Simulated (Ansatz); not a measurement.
Molecule: C₄H₃O₂, net charge -1, singlet state. It need not be the lowest isomer of its formula. Whether it binds its extra electron was not tested at this geometry. 
Geometry from a B3LYP-D3(BJ)/def2-TZVP (Ansatz, a quantum-chemistry and plane-wave program) optimisation:
```
C
C 1 1.3495
O 1 1.3867 2 132.60
H 3 0.9642 1 106.40 2 150.53
O 1 1.4112 2 116.85 3 -177.74
C 5 1.3753 1 103.10 2 -0.29
C 6 1.3623 5 109.17 1 0.62
H 6 1.0802 7 135.22 2 177.87
H 7 1.0863 6 122.98 8 -1.41
```
Charge -1, spin multiplicity 1.

Basis-set convergence of Hartree-Fock and CCSD correlation energies (hartree) with Ansatz. Valence correlation only, unless marked. Spin-orbit coupling is left out. No relativistic terms.

The Hartree-Fock reference is unstable (checked in the largest basis), which strains HF and MP2. 

| basis | functions | E(HF) | E(corr, CCSD) |
|---|---|---|---|
| aug-cc-pVDZ | 165 | -302.87607 | -0.96668 |
| aug-cc-pVTZ | 345 | -302.94508 | -1.14176 |
| aug-cc-pVQZ | 618 | -302.96327 | -1.19725 |

Extrapolating the two largest sets (X = 3 and 4) as X^-3: E(corr) = (64·(-1.19725) - 27·(-1.14176))/37 = -1.2377 Eh, an estimate of the basis-set limit. The largest set recovers 96.7 % of it, the smallest 78.1 %.
